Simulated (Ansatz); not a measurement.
C$_{2}$H$_{6}$F$_{2}$S$_{2}$Si, singlet, geometry from GFN2-xTB; SC-NEVPT2/STO-3G, CASSCF(4,3) run with Ansatz (an electronic-structure program).

Ansatz was given this input:
Ansatz 0.2 input:
```yaml
crystal:
  periodic: [false, false, false]
  atoms:
    - {symbol: C, position_ang: [-2.03357723, 0.68126838, 1.47676450]}
    - {symbol: S, position_ang: [-1.22564523, 1.38417532, -0.00509197]}
    - {symbol: Si, position_ang: [-0.08572999, -0.30169794, -0.61311892]}
    - {symbol: F, position_ang: [0.58733181, 0.07493076, -2.00912401]}
    - {symbol: F, position_ang: [-1.00627818, -1.54927195, -0.98707304]}
    - {symbol: S, position_ang: [1.33749923, -0.99054266, 0.80504316]}
    - {symbol: C, position_ang: [2.37218030, 0.51033154, 0.94483790]}
    - {symbol: H, position_ang: [-2.70490236, -0.11671604, 1.17746455]}
    - {symbol: H, position_ang: [-2.59504723, 1.48980503, 1.93201860]}
    - {symbol: H, position_ang: [-1.28380135, 0.31059022, 2.16851422]}
    - {symbol: H, position_ang: [1.75853899, 1.36008966, 1.22668774]}
    - {symbol: H, position_ang: [2.86932569, 0.69534877, -0.00155109]}
    - {symbol: H, position_ang: [3.10534087, 0.30600225, 1.71747074]}
basis:
  gaussian:
    orbitals: STO-3G
magnetization: {spin_polarized: false}
correlation: {method: sc_nevpt2, electrons: all, active_space: {window: {electrons: 4, orbitals: 3}}}
```

It wrote (shortened):

```
Functional definition: HF
664 factors; integrals over basis functions are off by at most 2.7e-5 eV
mean field evaluation 1: about -36633.9550 eV, gradient 3.2e1 eV
mean field evaluation 2: about -36634.1413 eV, gradient 3.2e1 eV
mean field evaluation 4: about -36638.5513 eV, gradient 1.7e0 eV
mean field evaluation 8: about -36638.5689 eV, gradient 2.9e-2 eV
mean field -36638.56888879 eV, -1346.4425721492 hartree, gradient 6.5e-7 eV, S^2 0.000000; 0 other end points of the search recorded, 0 dependent functions left out
reference -36638.56888879 eV, -1346.4425721492 hartree; 41, 41 occupied and 12, 12 virtual orbitals, 664 factors
state -36639.09880001 eV, -1346.4620460273 hartree
state -36639.09880001 eV, -1346.4620460273 hartree; corrected -36644.52203415 eV, -1346.6613462060 hartree
state -36638.90250732 eV, -1346.4548324038 hartree
state -36638.90250732 eV, -1346.4548324038 hartree; corrected -36644.45379838 eV, -1346.6588385875 hartree
state -36639.09880001 eV, -1346.4620460273 hartree; corrected -36644.52203415 eV, -1346.6613462060 hartree
2 active orbitals were swapped for others, from the solution at -36638.90249652 eV, -1346.4548320070 hartree to that at -36639.09878927 eV, -1346.4620456327 hartree; typed "places" are swapped only where nearly empty or full, and so, without "given_window_search", are "orbital_numbers", "shells" and a window whose orbitals a file names under [Active]
Total energy: -36644.52203415 eV, -1346.6613462060 hartree
```
